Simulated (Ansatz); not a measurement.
`[InH2][B]1CO1` + NH₃ → `NB1CO1` + `[InH3]` at 700 K and 1 bar (cleavage of the B–In bond).

Program: Ansatz. Geometries: PBE0-D4/def2-TZVP. ΔE: electronic, gas phase. CCSD(T)/CBS adds triple-zeta CCSD(T) − MP2 to the extrapolated MP2 energy (def2 sets, frozen cores). This one scheme is used for every species. Elements past krypton have def2 core potentials. For In outer-core shells are correlated without core-valence functions, which leaves a few kJ/mol of doubt a bond. Each species was taken in one conformer, which may not be the lowest.

```json
{"species": "`[InH2][B]1CO1`", "CCSD(T)/CBS energy (Eh)": "-330.19118", "H − E (kJ/mol)": "184.4", "S (J/(mol·K))": "426.4"}
{"species": "NH₃", "CCSD(T)/CBS energy (Eh)": "-56.50880", "H − E (kJ/mol)": "116.9", "S (J/(mol·K))": "226.5"}
{"species": "`NB1CO1`", "CCSD(T)/CBS energy (Eh)": "-195.16486", "H − E (kJ/mol)": "214.7", "S (J/(mol·K))": "357.8"}
{"species": "`[InH3]`", "CCSD(T)/CBS energy (Eh)": "-191.56739", "H − E (kJ/mol)": "77.3", "S (J/(mol·K))": "275.7"}
```

H − E and S are ideal-gas, rigid-rotor, harmonic terms from PBE0-D4/def2-TZVP, for one conformer and one mirror image of each species. 1 Eh = 2625.50 kJ/mol, R = 8.31446 J/(mol·K).

By hand: ΔE, ΔH, ΔS and ΔG.

ΔE = (-195.16486) + (-191.56739) − (-330.19118) − (-56.50880) = -0.03227 Eh = -84.7 kJ/mol. Δ(H − E) = 214.7 + 77.3 − 184.4 − 116.9 = -9.3, so ΔH = -94.0 kJ/mol. ΔS = 357.8 + 275.7 − 426.4 − 226.5 = -19.4 J/(mol·K). ΔG = -94.0 − 700 × (-19.4)/1000 = -80.4 kJ/mol.

By hand: the equilibrium constant, and the temperature at which ΔG would vanish if ΔH and ΔS stayed fixed.

log₁₀ K = −ΔG/(RT ln 10) = 6.0. ΔG = 0 at ΔH/ΔS = 4845 K, far beyond where these terms or the molecules hold.

ΔH outweighs TΔS. A doubt of 5 kJ/mol in ΔE shifts log₁₀ K by 0.4 here. Other conformers and mirror images would add mixing entropy, several J/(mol·K) or more a flexible species. These are equilibria of isolated gas molecules and say nothing of rates. Largest T1 diagnostic: 0.016 (customary marks: 0.02 for closed shells, 0.045 for open ones).
